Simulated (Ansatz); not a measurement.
Isomers of Li$_{5}$H$_{8}$⁺ (singlet), relaxed with r2SCAN-D4/def2-TZVP; total energies from Ansatz at CCSD(T)/def2-TZVPP.

```json
{"isomer": "A", "description": "point group not assigned; 2 × Li–Li 3.03 Å; 10 × H–Li 1.73 to 1.89 Å", "energy (Eh)": "-42.16015"}
{"isomer": "B", "description": "point group not assigned; 2 × Li–Li 3.02 to 3.03 Å; 10 × H–Li 1.72 to 1.89 Å", "energy (Eh)": "-42.15934"}
```

Correlated methods freeze no core orbitals; core or outer-core shells of Li are correlated, in sets that lack core-valence functions.

The isomers come from a short search, and lower ones may exist.

Question: Work out the relative energies (1 Eh = 2625.5 kJ/mol) and the Boltzmann populations at 800 K from electronic energies alone (R = 8.314 J/mol/K).

Answer: ΔE: A 0.0, B 2.1 kJ/mol. RT = 6.65 kJ/mol. Factors exp(−ΔE/RT): A 1, B 0.729; sum 1.729. Populations: A 57.8 %, B 42.2 %. Zero-point energy, vibrational entropy and symmetry numbers are left out and can shift these; an error of 4 kJ/mol changes a ratio by a factor of 1.8. Over the other density-functional and correlated levels in def2 sets, the gap between A and B ranges from 1 to 2 kJ/mol.
